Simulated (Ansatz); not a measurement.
Input file for Ansatz (an electronic-structure program): R-PBE0/def2-TZVPPD on CH3ClO2 (a complex). Files ending in .json are basis or fitting sets from the Basis Set Exchange.

Ansatz 0.2 input:
```yaml
crystal:
  periodic: [false, false, false]
  atoms:
    - {symbol: Cl, position_ang: [-0.27068733, 0.32754095, -0.09807415]}
    - {symbol: H, position_ang: [0.58689984, 0.05791804, 0.85843757]}
    - {symbol: O, position_ang: [1.12679605, -0.20599541, 2.58091528]}
    - {symbol: C, position_ang: [0.23637730, -0.07718064, 3.38703659]}
    - {symbol: O, position_ang: [-1.02757544, 0.22407504, 3.11447779]}
    - {symbol: H, position_ang: [0.37877713, -0.19888074, 4.46641078]}
    - {symbol: H, position_ang: [-1.14454484, 0.33084237, 2.14873161]}
basis:
  gaussian:
    orbitals: def2-TZVPPD.json
hamiltonian:
  xc: {name: PBE0}
scf: {lower_state_search: off}
```

The head of its log:

```
WARN ansatz: RAYON_NUM_THREADS=1 ignored (pool sized by the plan → 1); use --threads N
Functional definition: PBE0
these checks for a lower state are left out or cut short: stability, starts, cluster_reference, orbital_swaps, neighbouring_geometries, increment
integrals: 0.13 GiB planned
1053 factors; their error is unknown
mean field: 1.13 GiB planned
mean field evaluation 1: about -17691.8971 eV, gradient 5.2e1 eV
mean field evaluation 2: about -17686.7679 eV, gradient 7.5e1 eV
```

Give the final energy of this run.

-650.3204 hartree.
